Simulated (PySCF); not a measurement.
N-ethyl-methylboronamidic acid (C3H10BNO), SMILES OB(NCC)C.

Geometry: B3LYP-D3(BJ)/def2-SVP. The values are those of a single conformer.

Method: TDA-PBE/def2-SVPD (PySCF).

Vertical excitations. 

### Question
List the lowest excited states. (Estimate from the structure and the level; the computed values follow.)

### Answer

| state | energy (eV) | λ (nm) | f | main pairs |
|---|---|---|---|---|
| S1 | 5.26 | 236 | 0.003 | HOMO→LUMO 100 % |
| S2 | 6.14 | 202 | 0.049 | HOMO→LUMO+1 97 % |
| S3 | 6.46 | 192 | 0.020 | HOMO→LUMO+2 77 %, HOMO→LUMO+3 22 % |
| S4 | 6.83 | 181 | 0.022 | HOMO→LUMO+4 99 % |
| S5 | 6.90 | 180 | 0.021 | HOMO−1→LUMO 99 % |
| S6 | 7.03 | 176 | 0.019 | HOMO→LUMO+5 91 % |
| T1 | 5.17 | 240 | 0 | HOMO→LUMO 100 % |
| T2 | 5.94 | 209 | 0 | HOMO→LUMO+1 54 %, HOMO→LUMO+3 28 %, HOMO→LUMO+2 17 % |
Triplets are in the Tamm–Dancoff approximation.
